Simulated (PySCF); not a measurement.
## Property card for `ClC[C@H]1[C@H]2C=C[C@@H]1C=C2`

Species: C₈H₉Cl.
Z-matrix (Å and degrees, PBE0-D3(BJ)/def2-SVP geometry), rows numbered from 1:
```
Cl
C   1  1.7922
C   2  1.5103  1  110.64
C   3  1.5578  2  116.23  1  -172.60
C   4  1.5341  3   99.28  2    68.80
C   5  1.3366  4  106.97  3    35.83
C   6  1.5320  5  107.10  4    -0.08
C   7  1.5323  3   97.92  2  -176.44
C   8  1.3366  7  107.08  3    36.73
H   2  1.0990  1  106.84  3   120.49
H   2  1.0971  1  107.15  3  -122.73
H   3  1.1008  2  108.71  1    61.28
H   4  1.0983  3  117.55  2   -57.40
H   5  1.0905  4  124.86  3  -147.51
H   6  1.0904  5  127.98  4   176.91
H   7  1.0968  3  116.79  2    58.42
H   8  1.0904  7  124.76  3  -145.99
H   9  1.0905  4  124.69  3   145.99
```

Structural features include: C=C double bond and C–Cl bond.

PBE0-D3(BJ)/def2-SVP geometry optimisation, gas phase (PySCF):

```
Point group                  : C1
Rotational constants A, B, C : 2.986, 0.955, 0.922 GHz
```

From PBE0/def2-SVPD ground state and vertical TDDFT (core frozen in the response) (PySCF):

```
Dipole moment                                                     : 2.15 D
HOMO energy                                                       : -6.76 eV
LUMO energy                                                       : -0.70 eV
HOMO–LUMO gap                                                     : 6.06 eV
Lowest singlet excitation                                         : 4.94 eV (251 nm, f = 0.000)
Strongest line among the 6 lowest singlet transitions             : S4 at 6.55 eV (189 nm, f = 0.028)
Static isotropic polarisability                                   : 97.3 au
Electronic spatial extent ⟨r²⟩ about the centre of nuclear charge : 1348 bohr²
```

Monoisotopic mass (most abundant isotopes): 140.0393 u.

No computed singlet falls in the visible range (750 to 380 nm, 1.65 to 3.26 eV); S1 lies 1.68 eV above its blue end. The polarisability is 14.41 Å³ as a volume (1 au = 0.148185 Å³), or 1.31 au for each of the 74 electrons. S1 lies 1.12 eV below the HOMO–LUMO gap; its leading configuration is HOMO→LUMO, weight 0.98. The rotational constants make it an asymmetric top with κ = (2B − A − C)/(A − C) = -0.97, nearer the prolate limit (−1). With B = h/(8π²I), that is 505.379 GHz u Å² over I, the principal moments of inertia are 169.3, 529.1 and 548.2 u Å² (most abundant isotopes); the inertial defect Ic − Ia − Ib is -150.2 u Å² (zero for a rigid planar frame, negative otherwise). The dipole matches unit charges of opposite sign 0.45 Å apart (1 e·Å = 4.8032 D). The largest Löwdin shares of the LUMO are 0.18 on C5, 0.17 on C6, 0.16 on C8 and 0.16 on C9.

For the geometry optimisation (PBE0-D3(BJ)/def2-SVP), hardware: one thread of an Arm Neoverse N1, shared host with 64 logical CPUs at a one-minute load of 61. Cost: 4.1 min, 0.72 GiB resident at most.

One conformer stands for the species.
